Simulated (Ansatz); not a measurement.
Basis-set extrapolation for C8H10, SMILES `Cc1ccc(C)cc1` (PBE0-D4/def2-TZVP geometry, frozen core, Ansatz 0.2.0). Multiplicity 1, RHF reference.

|  | def2-TZVPP | def2-QZVPP |
| --- | --- | --- |
| HF | -308.887498 | -308.900717 |
| MP2 correlation | -1.300089 | -1.381300 |
| CCSD(T) correlation | -1.409589 | not run |

Energies in hartree. Use E(X) = E(∞) + A·exp(−7.88·√X) for Hartree–Fock and E(X) = E(∞) + B·X^(−2.97) for correlation, with X = 3 and 4, and add CCSD(T) minus MP2 of the smaller set to the MP2 limit.

Problem. What is the CCSD(T) energy at the basis-set limit?

Solution. HF limit: -308.900717 + (-0.013219) × 0.13774 = -308.90254. MP2 limit: -1.381300 + (-0.081211) × 0.74074 = -1.44146. Higher-order term: -1.409589 − (-1.300089) = -0.10950. Total: -310.45350 hartree, 410.7 kJ/mol below CCSD(T)/def2-TZVPP.
